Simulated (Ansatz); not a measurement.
Input file for Ansatz (an electronic-structure program): U-PBE/def2-TZVPP on BrHZn (SMILES [ZnH][Br]), a point of a bond scan (R = 2.258 Å).

Ansatz 0.2 input:
```yaml
crystal:
  periodic: [false, false, false]
  atoms:
    - {symbol: Zn, position_ang: [-0.00000000, -0.00000000, -1.17426818]}
    - {symbol: H, position_ang: [-0.00000000, -0.00000000, -2.69787527]}
    - {symbol: Br, position_ang: [0.00000000, 0.00000000, 1.08359773]}
basis:
  gaussian:
    orbitals: def2-TZVPP
hamiltonian:
  xc: {name: PBE}
magnetization: {spin_polarized: true, initial_magnetization: 0}
```

The head of its log:

```
WARN ansatz: RAYON_NUM_THREADS=1 ignored (pool sized by the plan → 1); use --threads N
Functional definition: PBE
integrals: 0.05 GiB planned
934 factors; their error is unknown
mean field: 0.45 GiB planned
mean field evaluation 1: about -118462.4467 eV, gradient 4.1e1 eV
mean field evaluation 2: about -118450.5059 eV, gradient 9.7e1 eV
```

Give the final energy of this run.

-4353.5426 hartree.
